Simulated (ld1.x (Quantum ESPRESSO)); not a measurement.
## Logarithmic derivatives: Zn, TM

* Element: Zn (Z = 30)
* Generator: ld1.x (Quantum ESPRESSO) 7.5
* Type: norm-conserving Troullier–Martins (Kleinman–Bylander form)
* Functional: PBE
* Relativity: scalar-relativistic
* Frozen core: [Ne]
* Valence charge: 20
* Reference configuration: 3s2 3p6 3d9 4s0 4p0 (charge +3)
* Partial waves: 3s (bound): rc 1.00 bohr; 3p (bound): rc 0.60 bohr; 3d (bound): rc 0.90 bohr
* Local potential: all-electron potential smoothed inside 0.70 bohr (lloc = -1)
* Core correction: none

The phase is arctan(r·u′/u) with u = r·R(r), unwrapped; energies in Ry, scanned from -15 to 5 Ry. A pole is an energy at which the radial function vanishes at the test radius. The pseudo phase is shifted by a multiple of π to meet the all-electron one at the reference energy, and phase errors are pseudo minus all-electron; the curves can meet again beyond the range given. Levels narrower than the energy grid can be missing from the lists of poles.

Task: For each channel, where are the poles, and over which energies does the pseudopotential scatter like the atom?

Result:

```csv
channel,radius (bohr),reference energy (Ry),"poles, all-electron","poles, pseudo",unbroken range about the reference energy with phases within 0.05 rad,phase error 1 Ry above the reference energy (rad)
s,1.10,-12.57,-10.33,-10.37,below -2.5,-0.001
p,1.10,-9.19,-6.64,-6.65,the whole range,-0.000
d,1.10,-3.73,-0.95,-0.93,the whole range,+0.001
```

Phases in the s channel:

| E (Ry) | all-electron | pseudo |
| --- | --- | --- |
| -15.00 | 0.700 | 0.691 |
| -14.52 | 0.415 | 0.404 |
| -14.04 | -0.050 | -0.060 |
| -13.56 | -0.589 | -0.593 |
| -13.08 | -0.976 | -0.977 |
| -12.60 | -1.204 | -1.204 |
| -12.12 | -1.342 | -1.343 |
| -11.64 | -1.433 | -1.433 |
| -11.16 | -1.496 | -1.497 |
| -10.68 | -1.543 | -1.545 |
| -10.20 | -1.580 | -1.583 |
| -9.72 | -1.610 | -1.614 |
| -9.24 | -1.635 | -1.640 |
| -8.76 | -1.657 | -1.662 |
| -8.28 | -1.676 | -1.682 |
| -7.80 | -1.693 | -1.701 |
| -7.32 | -1.709 | -1.718 |
| -6.84 | -1.724 | -1.734 |
| -6.36 | -1.738 | -1.750 |
| -5.88 | -1.752 | -1.766 |
| -5.40 | -1.765 | -1.782 |
| -4.92 | -1.778 | -1.799 |
| -4.44 | -1.792 | -1.815 |
| -3.96 | -1.805 | -1.833 |
| -3.48 | -1.819 | -1.852 |
| -3.00 | -1.833 | -1.873 |
| -2.52 | -1.848 | -1.896 |
| -2.04 | -1.863 | -1.922 |
| -1.56 | -1.880 | -1.952 |
| -1.08 | -1.898 | -1.986 |
| -0.60 | -1.917 | -2.028 |
| -0.12 | -1.938 | -2.078 |
| 0.36 | -1.960 | -2.142 |
| 0.84 | -1.986 | -2.225 |
| 1.32 | -2.014 | -2.336 |
| 1.80 | -2.045 | -2.491 |
| 2.28 | -2.081 | -2.709 |
| 2.76 | -2.121 | -3.009 |
| 3.24 | -2.169 | -3.366 |
| 3.72 | -2.224 | -3.708 |
| 4.20 | -2.288 | -3.977 |
| 4.68 | -2.365 | -4.170 |
